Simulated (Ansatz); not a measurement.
`[OH][GeH]1[O][SiH2]1`. The species carries charge 0 and has multiplicity 1. All single points use the PBE0-D4/def2-TZVP geometry. It is one conformer, not always the lowest.

```xyz
8

O     1.128   -1.151   -1.519
Ge    0.690    0.303   -0.610
O     0.492   -0.094    1.224
Si   -1.030    0.430    0.852
H     0.454   -1.834   -1.477
H     1.884    1.237   -0.817
H    -1.499    1.691    1.481
H    -2.118   -0.581    0.867
```

(1) What is the dipole moment at PBE/def2-TZVPP? (An estimate is asked.)

(2) And with r2SCAN, B3LYP, ωB97M-V? (An estimate is asked.)

(3) Give the Mulliken charges with PBE, B3LYP, ωB97M-V in def2-TZVPP. (Estimate.)

Answers

(1) Ansatz gave: 2.02 D, with components (-1.87, 0.45, -0.62) D in this frame, pointing from negative to positive charge.

(2) The calculation gave: r2SCAN 2.13 D, B3LYP 2.35 D, ωB97M-V 2.40 D.

(3) Computed: 
```
atom    PBE  B3LYP  ωB97M-V
  O1  -0.36  -0.40    -0.40
 Ge2   0.42   0.46     0.42
  O3  -0.42  -0.49    -0.49
 Si4   0.28   0.37     0.31
  H5   0.18   0.18     0.17
  H6   0.01   0.02     0.04
  H7  -0.06  -0.06    -0.02
  H8  -0.06  -0.06    -0.03
```

B3LYP here is the variant with VWN-RPA as its local correlation; programs differ in this.
